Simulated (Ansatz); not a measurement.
**Abstraction of F: Si2H3F3 + SnHF2 → Si2H3F2 + SnHF3**

Gas-phase species: Si2H3F3 `F[SiH2][SiH](F)F`, singlet; SnHF2 `[F][SnH][F]`, doublet; Si2H3F2 `F[SiH][SiH2]F`, doublet; SnHF3 `[F][SnH]([F])[F]`, singlet. A radical takes F: the energy is the difference in strength between the Si–F bond broken and the Sn–F bond made.

Shapes, held fixed at every level: PBE0-D4/def2-TZVP. Flexible molecules stand in one conformer, not always the lowest. Programs: Ansatz 0.2.0. Electronic energies: no zero-point or thermal term.

(1) Estimate ΔE of this reaction.

Answers

(1) The highest level, CCSD(T)/def2-TZVPP, gives ΔE = +165.9 kJ/mol; the levels span +164.4 to +174.9. The column of differences is taken from that level and isn't an error. No measured value is set beside it here. Open shells run unrestricted. For atoms past krypton def2 sets carry core potentials with scalar relativity. Outer-core shells of Sn are correlated, in sets that cover them unevenly.

```json
{"level": "MP2/def2-TZVPP", "kind": "perturbation theory", "ΔE (kJ/mol)": "+168.5", "less CCSD(T)/def2-TZVPP": "+2.6"}
{"level": "HF/def2-TZVPP", "kind": "Hartree–Fock", "ΔE (kJ/mol)": "+168.3", "less CCSD(T)/def2-TZVPP": "+2.4"}
{"level": "r2SCAN-D4/def2-TZVPP", "kind": "meta-GGA", "ΔE (kJ/mol)": "+167.5", "less CCSD(T)/def2-TZVPP": "+1.6"}
{"level": "PBE0-D4/def2-TZVPP", "kind": "global hybrid", "ΔE (kJ/mol)": "+164.4", "less CCSD(T)/def2-TZVPP": "-1.5"}
{"level": "wB97M-V/def2-TZVPP", "kind": "range-separated hybrid", "ΔE (kJ/mol)": "+174.9", "less CCSD(T)/def2-TZVPP": "+9.0"}
{"level": "wB97X-V/def2-TZVPP", "kind": "range-separated hybrid", "ΔE (kJ/mol)": "+164.4", "less CCSD(T)/def2-TZVPP": "-1.5"}
{"level": "CCSD(T)/def2-TZVPP", "kind": "coupled cluster or CI", "ΔE (kJ/mol)": "+165.9", "less CCSD(T)/def2-TZVPP": "0.0"}
```
